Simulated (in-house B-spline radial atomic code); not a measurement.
# Removing one electron from Si¹²⁺

Closed shell 1s2. Computed with a B-spline radial code for spherical atoms: Koopmans values of Dirac-Hartree-Fock plus a diagonal self-energy, in second order or with its direct term screened (direct RPA, with the hole-particle interaction, or full time-dependent Hartree-Fock), linearised in energy; no-pair Dirac-Coulomb Hamiltonian, finite nucleus. Shifts add to the Koopmans value (the ΔSCF shift is orbital relaxation alone); the final value takes TDHF screening with Breit and QED.

Command:
```bash
python run_mb.py task.json out
```
Settings (nuclear radius in fm, box in bohr, cutoff in hartree):
```
basis_form          2
Z                   14
core_configuration  1s2
rms_radius          3.1224
mass_number         28
speed_of_light      137.036
box_radius          6.469
lmax                7
intervals           62
virtual_cutoff      784.0
```

Cost of the run: 0.6 s on 1 thread of Arm Neoverse V1 (shared host).

Energies in eV:

```
subshell  Koopmans  ΔSCF shift  second order  direct RPA  hole-particle  TDHF  Breit + QED  final
   1s1/2   2439.26      -1.526             ?           ?              ?     ?            ?      ?
```

Task: What does the self-energy do to 1s1/2?

Result: It shifts the removal energy by -0.374 eV in second order, -0.281 with direct RPA, -0.402 with the hole-particle term and -0.422 with TDHF screening (quasi-particle weight 0.999); Breit and QED add -1.364 eV. The final value is 2437.48 eV, against 2437.658 eV (NIST, tabulated theory). Recoil and two-electron QED terms are left out.
